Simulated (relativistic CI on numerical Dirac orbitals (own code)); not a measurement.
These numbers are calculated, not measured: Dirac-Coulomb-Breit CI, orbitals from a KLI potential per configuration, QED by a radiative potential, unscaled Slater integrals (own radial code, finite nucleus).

The strongest absorption lines from the ground level of an ion, among the configurations computed and to levels below about 478 eV (vacuum wavelength in Å, gf): 56.362 (5.1), 57.053 (0.42), 58.383 (1.6), 60.911 (2), 61.587 (3.8), 68.307 (0.86), 72.850 (0.8), 76.782 (0.99).

(1) Which ion is it?
A. Tb²⁸⁺
B. Lu³⁴⁺
C. Er³¹⁺
D. Sm²⁵⁺

Answers

(1) C. Er³¹⁺ has 37 electrons and the ground level 4s²4p⁶4d ²D3/2; the strongest line goes to 4s²4p⁵4d² ²D°3/2. The pattern of lines fixes the number of electrons, and along that sequence the line energies rise steadily with the charge (about as its square where n changes within one kind of shell, about linearly where n is kept but much faster in heavy ions where fine structure, which grows about as Z⁴, sets the gap, and irregularly where shells cross), which fixes Z. Configurations outside the model, such as inner-shell arrays, can give stronger lines. At this charge energies of transitions that change n are usually good to better than 1 %, and those within a shell (Δn = 0) to a few per cent.

LS names give the leading component of a level, which can be under half, so a name can repeat, a term be missing and a line seem to break the LS rules.
